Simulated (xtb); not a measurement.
neopentane (C₅H₁₂), singlet, from a rough starting geometry; GFN2-xTB (xtb).

Here is a job for xtb.
```
$ xtb mol.xyz --gfn 2 --opt vtight --json

# file mol.xyz
17

C     -0.35219600    -0.49022125     1.39388555
C      0.05081860     0.01658745    -0.01056139
C      0.13418214     1.55438693    -0.06813582
C     -1.09182198    -0.46971597    -0.96307622
C      1.29787905    -0.61997245    -0.45139454
H     -1.25761883    -0.00003965     1.74073661
H     -0.47034688    -1.55768208     1.49447346
H      0.39941509    -0.19031803     2.13311142
H      0.40434791     1.86000256    -1.03951861
H     -0.77856704     1.97626467     0.28669678
H      0.97181101     1.85339881     0.60991934
H     -2.02527975     0.02078513    -0.65533714
H     -1.27969060    -1.51663926    -0.83235359
H     -0.88218033    -0.14993810    -1.98494921
H      1.25813436    -1.74536263    -0.37892581
H      2.10101972    -0.29456587     0.21040485
H      1.58537458    -0.34855825    -1.42392324
```

Task: Write the output that xtb gives for this input, abridged.

Result: 
```
   ID    Z sym.   atoms
    1    6 C      1-5
    2    1 H      6-17

           -------------------------------------------------
          |                Calculation Setup                |
           -------------------------------------------------

           -------------------------------------------------
          |                 G F N 2 - x T B                 |
           -------------------------------------------------

          ...................................................
          :                      SETUP                      :
          :.................................................:
          :  # basis functions                  32          :
          :  # atomic orbitals                  32          :
          :  # shells                           22          :
          :  # electrons                        32          :
          :  max. iterations                   250          :
          :  Hamiltonian                  GFN2-xTB          :
          :  restarted?                      false          :
          :  GBSA solvation                  false          :
          :  PC potential                    false          :
          :  electronic temp.          300.0000000     K    :
          :  accuracy                    1.0000000          :
          :  -> integral cutoff          0.2500000E+02      :
          :  -> integral neglect         0.1000000E-07      :
          :  -> SCF convergence          0.1000000E-05 Eh   :
          :  -> wf. convergence          0.1000000E-03 e    :
          :  Broyden damping             0.4000000          :
          :  net charge                          0          :
          :  unpaired electrons                  0          :
          ...................................................

 iter      E             dE          RMSdq      gap      omega  full diag
   1    -17.0480866 -0.170481E+02  0.234E+00   12.93       0.0  T
   2    -17.0910055 -0.429189E-01  0.134E+00   12.80       1.0  T
   3    -17.0920951 -0.108960E-02  0.682E-01   12.80       1.0  T
   4    -17.0921825 -0.873284E-04  0.249E-01   12.77       1.0  T
   5    -17.0924722 -0.289690E-03  0.613E-02   12.77       1.0  T
   6    -17.0924723 -0.135194E-06  0.247E-03   12.77       9.8  T
   7    -17.0924723 -0.299691E-07  0.898E-04   12.77      27.0  T
   8    -17.0924723 -0.103782E-08  0.240E-04   12.77     101.1  T

   *** convergence criteria satisfied after 8 iterations ***

         :::::::::::::::::::::::::::::::::::::::::::::::::::::
         ::                     SUMMARY                     ::
         :::::::::::::::::::::::::::::::::::::::::::::::::::::
         :: total energy             -16.824200907150 Eh    ::
         :: gradient norm              0.108149297903 Eh/a0 ::
         :: HOMO-LUMO gap             12.770217237509 eV    ::
         ::.................................................::
         :: SCC energy               -17.092448572733 Eh    ::
         :: -> isotropic ES            0.004552642277 Eh    ::
         :: -> anisotropic ES          0.006043403668 Eh    ::
         :: -> anisotropic XC          0.010718313258 Eh    ::
         :: -> dispersion             -0.009462974910 Eh    ::
         :: repulsion energy           0.268247665582 Eh    ::
         :: add. restraining           0.000000000000 Eh    ::
         :: total charge               0.000000000000 e     ::
         :::::::::::::::::::::::::::::::::::::::::::::::::::::

      -----------------------------------------------------------
     |                   =====================                   |
     |                        A N C O P T                        |
     |                   =====================                   |
     |               Approximate Normal Coordinate               |
     |                Rational Function Optimizer                |
      -----------------------------------------------------------
[...]
 * total energy  :   -16.8242009 Eh     change       -0.3174705E-10 Eh
 * total energy  :   -16.8343466 Eh     change       -0.1014572E-01 Eh
 * total energy  :   -16.8355236 Eh     change       -0.1176992E-02 Eh
 * total energy  :   -16.8355919 Eh     change       -0.6831781E-04 Eh
 * total energy  :   -16.8356056 Eh     change       -0.1366324E-04 Eh
 * total energy  :   -16.8356122 Eh     change       -0.6635285E-05 Eh
 * total energy  :   -16.8356152 Eh     change       -0.2961001E-05 Eh
 * total energy  :   -16.8356159 Eh     change       -0.6898573E-06 Eh
 * total energy  :   -16.8356160 Eh     change       -0.1239959E-06 Eh
 * total energy  :   -16.8356160 Eh     change       -0.2932421E-07 Eh
   *** GEOMETRY OPTIMIZATION CONVERGED AFTER 10 ITERATIONS ***
         :: total energy             -16.835616038112 Eh    ::
[...]
       ...                                ...                  ...
        32                          0.2818991               7.6709
      -------------------------------------------------------------
                  HL-Gap            0.5177828 Eh           14.0896 eV
             Fermi-level           -0.1643083 Eh           -4.4711 eV

     #   Z          covCN         q      C6AA      α(0)
     1   6 C        3.761    -0.109    22.628     6.781
     2   6 C        3.899     0.034    19.948     6.349
     3   6 C        3.761    -0.109    22.628     6.781
     4   6 C        3.761    -0.109    22.628     6.781
     5   6 C        3.761    -0.109    22.628     6.781
     6   1 H        0.925     0.033     2.538     2.491
     7   1 H        0.925     0.033     2.538     2.491
     8   1 H        0.925     0.033     2.538     2.491
     9   1 H        0.925     0.033     2.538     2.491
    10   1 H        0.925     0.033     2.538     2.491
    11   1 H        0.925     0.033     2.538     2.491
    12   1 H        0.925     0.033     2.538     2.491
    13   1 H        0.925     0.033     2.538     2.491
    14   1 H        0.925     0.033     2.538     2.491
    15   1 H        0.925     0.033     2.538     2.491
    16   1 H        0.925     0.033     2.538     2.491
    17   1 H        0.925     0.033     2.538     2.491

 Mol. C6AA /au·bohr⁶  :       1809.978546
 Mol. C8AA /au·bohr⁸  :      37070.738905
 Mol. α(0) /au        :         63.368188

Wiberg/Mayer (AO) data.
largest (>0.10) Wiberg bond orders for each atom

 ---------------------------------------------------------------------------
     #   Z sym  total        # sym  WBO       # sym  WBO       # sym  WBO
 ---------------------------------------------------------------------------
     1   6 C    3.997 --     2 C    0.999     6 H    0.986     8 H    0.986
                             7 H    0.986
     2   6 C    3.993 --     5 C    0.999     4 C    0.999     3 C    0.999
                             1 C    0.999
     3   6 C    3.997 --     2 C    0.999    10 H    0.986    11 H    0.986
                             9 H    0.986
     4   6 C    3.997 --     2 C    0.999    14 H    0.986    13 H    0.986
                            12 H    0.986
     5   6 C    3.997 --     2 C    0.999    15 H    0.986    16 H    0.986
                            17 H    0.986
     6   1 H    0.999 --     1 C    0.986
     7   1 H    0.999 --     1 C    0.986
     8   1 H    0.999 --     1 C    0.986
     9   1 H    0.999 --     3 C    0.986
    10   1 H    0.999 --     3 C    0.986
    11   1 H    0.999 --     3 C    0.986
    12   1 H    0.999 --     4 C    0.986
    13   1 H    0.999 --     4 C    0.986
    14   1 H    0.999 --     4 C    0.986
    15   1 H    0.999 --     5 C    0.986
    16   1 H    0.999 --     5 C    0.986
    17   1 H    0.999 --     5 C    0.986
 ---------------------------------------------------------------------------

Topologies differ in total number of bonds
Writing topology from bond orders to xtbtopo.mol

molecular dipole:
                 x           y           z       tot (Debye)
 q only:        0.000       0.000      -0.000
   full:        0.000       0.000      -0.000       0.000
molecular quadrupole (traceless):
                xx          xy          yy          xz          yz          zz
 q only:        0.000      -0.000       0.000       0.000      -0.000      -0.000
  q+dip:        0.000       0.000       0.000       0.000      -0.000      -0.000
   full:        0.000       0.000       0.000       0.000      -0.000      -0.000

optimized geometry written to: xtbopt.xyz

           -------------------------------------------------
          | TOTAL ENERGY              -16.835616038112 Eh   |
          | GRADIENT NORM               0.000038934106 Eh/α |
          | HOMO-LUMO GAP              14.089586106525 eV   |
           -------------------------------------------------

normal termination of xtb
```
